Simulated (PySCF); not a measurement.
Br2Ge, charge -1, doublet, geometry from GFN2-xTB (a state made from the parent by changing its charge; the spin is typed, not shown lowest), atoms displaced at random by about 0.05 Å a coordinate. Base run: HF/cc-pVDZ (PySCF).

The PySCF input:
```python
from pyscf import gto, scf
from pyscf.geomopt import geometric_solver

mol = gto.Mole()
mol.atom = '''
    Ge    0.002852   -0.015780    1.107299
    Br    1.062364   -1.719977   -0.489176
    Br   -1.178468    1.716482   -0.480550
'''
mol.basis = 'cc-pvdz'
mol.charge = -1
mol.spin = 1
mol.verbose = 3
mol.build()

def method(m):
    mf = scf.UHF(m)
    return mf

conv, mol_eq = geometric_solver.kernel(method(mol), maxsteps=100)
print('optimisation converged:', conv)
print(mol_eq.tostring(format='xyz'))
mf = method(mol_eq)
mf.kernel()
```

Each row names what was changed in the base input (with any setting that the change needs).

```csv
change,ΔE vs base (µEh),optimiser steps,core-seconds (rough)
base,0.0,6,100
convergence_set = GAU_TIGHT,0.0,8,200
trust = 0.02,0.0,6,100
trust = 0.5,0.0,6,100
coordsys = cart,0.0,12,200
coordsys = hdlc,0.0,7,100
convergence_set = GAU_LOOSE,0.0,5,100
```

Open shells are given as the SCF converged; they aren't shown to be the lowest states, and a large step between rows can be another state.
